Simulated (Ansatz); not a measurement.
```yaml
crystal:
  periodic: [false, false, false]
  atoms:
    - {symbol: F, position_ang: [0.445241, -0.969822, 0.571740]}
    - {symbol: Si, position_ang: [0.445241, -1.019822, 0.571740]}
    - {symbol: Si, position_ang: [-0.361585, 0.883886, -0.522455]}
    - {symbol: Cl, position_ang: [-2.161609, 0.530219, -1.412206]}
    - {symbol: Cl, position_ang: [0.998663, 1.384359, -1.963704]}
    - {symbol: Cl, position_ang: [-0.566941, 2.454752, 0.760931]}
    - {symbol: H, position_ang: [1.749749, -0.707575, 1.203638]}
    - {symbol: H, position_ang: [0.578889, -2.128073, -0.404174]}
basis:
  gaussian: {orbitals: aug-cc-pVDZ, final_grid: {core_spheres: 5, valence_spheres: 4, degree: 11}}
magnetization: {spin_polarized: true, initial_magnetization: 0}
hamiltonian: {xc: {name: B97}}
output: {forces: true}
```

```sh
$ ansatz run in.yaml --threads 4 --pin off --events-out ev --progress --plain --max-ram 10444MiB
```

Output, abridged:

```
Functional definition: B97
1722 factors; integrals over basis functions are off by at most 9.6e-4 eV
mean field evaluation 1: about -29509.2411 eV, gradient 6.1e1 eV
mean field evaluation 2: about -29379.5039 eV, gradient 1.8e2 eV
mean field evaluation 4: about -29513.5121 eV, gradient 1.5e1 eV
mean field evaluation 8: about -29514.3431 eV, gradient 4.6e-1 eV
mean field evaluation 16: about -29518.1147 eV, gradient 1.3e-1 eV
mean field evaluation 32: about -29518.6379 eV, gradient 1.7e-2 eV
a density is far from that of the atoms, so the factors are made again for it
1885 factors; integrals over basis functions are off by at most 3.1e-4 eV
mean field -29518.62691385 eV, -1084.7895306402 hartree, gradient 1.8e-5 eV, S^2 0.917786; 0 other end points of the search recorded, 0 dependent functions left out
reference -29518.62695124 eV, -1084.7895320142 hartree; 45, 45 occupied and 131, 131 virtual orbitals, 1885 factors
Total energy: -29518.62695124 eV, -1084.7895320142 hartree
Atom 0 at     0.445241    -0.969822     0.571740 Å, force    96.245470 673913.025530   331.808211 eV/Å
Atom 1 at     0.445241    -1.019822     0.571740 Å, force  -115.554664 -673908.576352  -324.313410 eV/Å
Atom 2 at    -0.361585     0.883886    -0.522455 Å, force     5.111055    -6.432494     1.058464 eV/Å
Atom 3 at    -2.161609     0.530219    -1.412206 Å, force    -2.071711    -1.026543    -0.413795 eV/Å
Atom 4 at     0.998663     1.384359    -1.963704 Å, force     0.657696    -1.763678    -1.520553 eV/Å
Atom 5 at    -0.566941     2.454752     0.760931 Å, force    -2.244060     3.473695    -1.686546 eV/Å
Atom 6 at     1.749749    -0.707575     1.203638 Å, force    10.206806    -3.179676    -4.288323 eV/Å
Atom 7 at     0.578889    -2.128073    -0.404174 Å, force     7.649409     4.479518    -0.644047 eV/Å
Dipole moment:    -0.154942    -0.450351     0.380807 e Å
```

Task: What is wrong with this run?

Result: One atom was put on top of another. The calculation finished and met its thresholds. The result belongs to that input, not to the molecule as meant.
